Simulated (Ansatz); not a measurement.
Geometry optimisation, Ansatz 0.2.0, RKS PBE0-D4/STO-3G.

Input:

```yaml
crystal:
  periodic: [false, false, false]
  atoms:
    - { symbol: Si, position_ang: [0.0, 0.0, 0.0] }
    - { symbol: O, position_ang: [0.0, 0.0, 1.68] }
    - { symbol: Si, position_ang: [-1.3147, -0.4067, 2.6436] }
    - { symbol: H, position_ang: [-2.239, -1.2403, 1.8804] }
    - { symbol: H, position_ang: [-0.8506, -1.1432, 3.8157] }
    - { symbol: H, position_ang: [-1.9987, 0.8095, 3.0733] }
    - { symbol: O, position_ang: [1.5842, 0.0, -0.5594] }
    - { symbol: C, position_ang: [2.3503, -1.1632, -0.836] }
    - { symbol: H, position_ang: [1.7187, -1.9052, -1.3675] }
    - { symbol: H, position_ang: [3.2179, -0.8926, -1.4733] }
    - { symbol: H, position_ang: [2.7141, -1.6023, 0.1163] }
    - { symbol: O, position_ang: [-0.7913, 1.3709, -0.5594] }
    - { symbol: C, position_ang: [-2.1512, 1.4177, -0.9653] }
    - { symbol: H, position_ang: [-2.7687, 0.8215, -0.2614] }
    - { symbol: H, position_ang: [-2.5023, 2.4707, -0.9639] }
    - { symbol: H, position_ang: [-2.2473, 0.9975, -1.9882] }
    - { symbol: O, position_ang: [-0.7913, -1.3709, -0.5594] }
    - { symbol: Si, position_ang: [-1.673, -2.4329, 0.3983] }
    - { symbol: H, position_ang: [-1.2634, -2.287, 1.792] }
    - { symbol: H, position_ang: [-3.0964, -2.1323, 0.2761] }
    - { symbol: H, position_ang: [-1.4264, -3.8036, -0.0398] }
basis:
  gaussian: { orbitals: STO-3G }
hamiltonian:
  xc: pbe0
  dispersion: d4
relax:
  f_tol: 0.02
  max_steps: 40
```

Launched with:

```bash
$ ansatz run input.yaml --threads 1 --pin off --max-ram 2048MiB --backend cpu --events-out ev --progress --plain --runs-dir out
```

**Question.** Where does it end, and by what steps?

**Answer.** It converged. The force dipped under the threshold on the way, but the program's further checks kept it going. Limits of this set-up: minimal basis. After 36 steps the energy has fallen by 2.865 eV; H4 moved furthest, 2.87 Å.

| step | energy less start (eV) | largest force component (eV/Å) | accepted |
| --- | --- | --- | --- |
| 0 | 0.0000 | 3.448 | yes |
| 2 | -2.1630 | 0.654 | yes |
| 4 | -2.5897 | 0.178 | yes |
| 6 | -2.6874 | 0.247 | yes |
| 8 | -2.7006 | 0.845 | no |
| 10 | -2.7394 | 0.094 | yes |
| 12 | -2.7588 | 0.417 | yes |
| 14 | -2.8266 | 0.057 | yes |
| 16 | -2.8371 | 0.125 | yes |
| 18 | -2.8474 | 0.254 | yes |
| 20 | -2.8555 | 0.040 | yes |
| 22 | -2.8591 | 0.086 | yes |
| 24 | -2.8615 | 0.065 | yes |
| 26 | -2.8627 | 0.078 | yes |
| 28 | -2.8637 | 0.040 | yes |
| 30 | -2.8640 | 0.029 | yes |
| 32 | -2.8644 | 0.033 | yes |
| 34 | -2.8645 | 0.010 | yes |
| 36 | -2.8646 | 0.008 | yes |

```xyz
21
Properties=species:S:1:pos:R:3
Si -0.410 -0.223 -0.182
O -0.861 -0.756 1.336
Si -0.692 0.247 2.691
H -1.498 1.445 2.573
H -1.146 -0.522 3.826
H 0.686 0.640 2.900
O 1.223 0.235 -0.285
C 2.098 -0.901 -0.075
H 1.957 -1.709 -0.824
H 3.139 -0.543 -0.167
H 1.994 -1.361 0.931
O -1.166 1.223 -0.652
C -2.593 1.035 -0.823
H -3.117 0.746 0.113
H -3.020 1.999 -1.154
H -2.848 0.276 -1.593
O -0.787 -1.506 -1.177
Si -1.470 -2.885 -0.460
H -0.587 -3.511 0.502
H -2.744 -2.615 0.173
H -1.687 -3.808 -1.550
```

Whether the end is a true minimum wasn't checked by a vibrational analysis.

The run took 5.7 min on 1 thread of Arm Neoverse V1, with other jobs on the host, peak memory 0.22 GiB.
